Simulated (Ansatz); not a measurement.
Wavefunction ladder for C₃H₉NSi (`C=CN[SiH2]C`)

```xyz
14

C     2.688    0.817   -0.667
C     1.472    0.307   -0.859
N     0.495    0.119    0.099
Si   -0.972   -0.780   -0.112
C    -2.264   -0.118    1.055
H     3.363    0.942   -1.501
H     3.035    1.124    0.314
H     1.166    0.009   -1.859
H     0.772    0.396    1.029
H    -0.796   -2.240    0.141
H    -1.354   -0.614   -1.540
H    -2.476    0.933    0.853
H    -1.936   -0.210    2.094
H    -3.193   -0.684    0.953
```

Charge 0, multiplicity 1. Geometry: relaxed with PBE0-D4/def2-TZVP. It is one conformer, not always the lowest. Frozen core, restricted reference, Ansatz. CBS rows extrapolate triple and quadruple zeta; past MP2 they add the triple-zeta difference.

```
     basis     HF (Eh)  MP2 corr.  CCSD corr.       (T)  CCSD(T) total
def2-TZVPP  -462.31938          ?           ?  -0.03668              ?
def2-QZVPP  -462.33692          ?           –         –              –
 CBS(def2)           ?   -0.93747    -0.99042     as TZ              ?
```

Task: Fill in the withheld values. (An estimate is asked.)

Result: The calculation gave: def2-TZVPP MP2 corr.: -0.83970; def2-TZVPP CCSD corr.: -0.89265; def2-TZVPP CCSD(T) total: -463.24871; def2-QZVPP MP2 corr.: -0.89587; CBS(def2) HF (Eh): -462.33934; CBS(def2) CCSD(T) total: -463.36644.
